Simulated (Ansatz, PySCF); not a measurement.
C4H3Cl2F, SMILES FC(/C=C\Cl)=C/Cl. Atoms are numbered in the order given.

```xyz
10

F     -1.5688    -0.4252     0.0000
C     -0.5116     0.3839     0.0000
C      0.7957    -0.2309     0.0000
C      1.1257    -1.5322     0.0000
Cl     0.0543    -2.8701     0.0000
C     -0.7615     1.7069     0.0000
Cl     0.4605     2.9094     0.0000
H      1.6280     0.4765     0.0000
H      2.1763    -1.8304     0.0000
H     -1.7888     2.0738     0.0000
```
Charge 0, spin multiplicity 1.

Coordinates come from a PBE0-D3(BJ)/def2-SVP optimisation. The structure was generated by enumeration; whether it is a known compound was not checked. Other conformers were not sampled.

Two levels are set side by side: PBE-D3(BJ)/def2-SVP (Ansatz, a quantum-chemistry and plane-wave program) and PBE0-D3(BJ)/def2-SVP (Ansatz). Each level has its own optimised geometry; the coordinates shown are those of the second. Frequencies come from the Hessian of PySCF at each geometry. Differences are taken from unrounded values.

```tsv
quantity	PBE0-D3(BJ)
mean bond length (Å)	1.352
bond F1–C2 (Å)	1.331
bond C2–C3 (Å)	1.445
bond C2–C6 (Å)	1.346
bond C3–C4 (Å)	1.342
bond C4–Cl5 (Å)	1.714
bond C6–Cl7 (Å)	1.714
bond C3–H8 (Å)	1.092
bond C4–H9 (Å)	1.092
bond C6–H10 (Å)	1.091
highest harmonic wavenumber (cm⁻¹)	3255
mean harmonic wavenumber (cm⁻¹)	1106
zero-point energy (kcal/mol)	37.96
```

Problem. What does PBE-D3(BJ) give, and how far is it from PBE0-D3(BJ)? (An estimate is asked for; the answer gives what the named calculation found.)

Solution. 
| quantity | PBE-D3(BJ) | PBE-D3(BJ) minus PBE0-D3(BJ) |
|---|---|---|
| mean bond length (Å) | 1.363 | 0.011 |
| bond F1–C2 (Å) | 1.347 | 0.016 |
| bond C2–C3 (Å) | 1.446 | 0.001 |
| bond C2–C6 (Å) | 1.362 | 0.016 |
| bond C3–C4 (Å) | 1.356 | 0.014 |
| bond C4–Cl5 (Å) | 1.727 | 0.013 |
| bond C6–Cl7 (Å) | 1.726 | 0.012 |
| bond C3–H8 (Å) | 1.101 | 0.009 |
| bond C4–H9 (Å) | 1.100 | 0.008 |
| bond C6–H10 (Å) | 1.099 | 0.008 |
| highest harmonic wavenumber (cm⁻¹) | 3161 | -94 |
| mean harmonic wavenumber (cm⁻¹) | 1063 | -43 |
| zero-point energy (kcal/mol) | 36.48 | -1.48 |

Exact exchange shortens and stiffens bonds; PBE has none. Differences between two approximate levels are no errors against the true value.
